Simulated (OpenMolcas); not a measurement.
Ni²⁺: effect of the active space

* Program: OpenMolcas
* Method: SS-CASPT2, IPEA 0.25 Eh, imaginary shift 0.1 Eh
* Basis: ANO-R1
* Scalar Hamiltonian: X2C, finite nucleus
* Spin-orbit coupling: RASSI with atomic mean-field integrals over the reference wave functions, term energies averaged over their components

A. 8 electrons in 5 orbitals (3d); 2S+1 = 3 even, 10 roots; 2S+1 = 1 even, 15 roots; closed shells correlated: 3s 3p; CASPT2 step about 2.4 core-seconds
B. 8 electrons in 6 orbitals (3d 4s); 2S+1 = 3 even, 48 roots; 2S+1 = 5 even, 10 roots kept (CI in the orbitals of an earlier block); 2S+1 = 1 even, 43 roots kept (CI in the orbitals of an earlier block); closed shells correlated: 3s 3p; CASPT2 step roughly 25 core-seconds

Energies in cm⁻¹ above 3d⁸ ³F₄, the measured ground level; measured values from Corliss and Sugar, J. Phys. Chem. Ref. Data 10, 197 (1981).

```csv
Level,A,B,Measured
3d⁸ ³F₄,0.0,0.0,0.0
3d⁸ ³F₃,1369,1492,1361
3d⁸ ³F₂,2290,2480,2270
3d⁸ ¹D₂,13780,13780,14032
3d⁸ ³P₂,18110,17970,16662
3d⁸ ³P₁,18550,18420,16978
3d⁸ ³P₀,18810,18690,17231
3d⁸ ¹G₄,24280,24210,23109
3d⁸ ¹S₀,54100,53160,52532
```

Deviations, from unrounded energies. A percentage is the sum of absolute deviations over the sum of measured energies, with the sign that they share, or ± where signs differ.

| Against measurement | Levels | A | B |
| --- | --- | --- | --- |
| mean absolute deviation (cm-1) | 8 | 950 | 820 |
| fine structure of the ground term (%) | 2 | +0.7 | +9.4 |
| other terms of the ground configuration (%) | 6 | ±5.4 | ±4.4 |

B lies closest to measurement on these levels. The largest miss of B in the table is 3d⁸ ³P₀, by +1500 cm-1. The ranking rests on the paired levels alone, and a cruder setting can come out closer through cancelling errors.

The two smallest mean deviations differ by little beside CASPT2's spread within terms, so their order carries little weight.

Between A and B the level of the table that moves most is 3d⁸ ¹S₀, by 940 cm-1 (lowest in B, highest in A). Moves below CASPT2's spread within the term are not significant.

Term energies are means over components that CASPT2 splits; among the terms shown or strongly mixed into the levels shown the widest spread is 930 cm-1 (3d⁸ ³F, A). Some levels mix across a computed gap that differs much from the measured one, so their mixing is not that of the real levels. Terms from blocks run as CI alone lack orbitals of their own (holds for B). Computed and measured levels are paired by configuration, term and J; levels that our copy of the source lacks, or whose pairing is in doubt (as where it misses far off the trend of its configuration), stay unpaired and out of the deviations. Only configurations of the active space appear. The table leaves out levels that lie high or whose names do not pair safely across all columns.
